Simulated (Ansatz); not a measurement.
Species: H$_{2}$Br$_{2}$Si, SMILES `Br[SiH2]Br` (charge 0, multiplicity 1), formula H2Br2Si.

How many basis functions does frozen-core CCSD(T)/cc-pVTZ // B3LYP-D3(BJ)/def2-TZVP (Ansatz, a quantum-chemistry and plane-wave program) use, how many core orbitals are frozen, and how many electrons are correlated?

148 basis functions and 23 frozen orbitals, which leaves 40 correlated electrons (filled d shells below the valence shell are correlated). Core time is of the order of seconds.
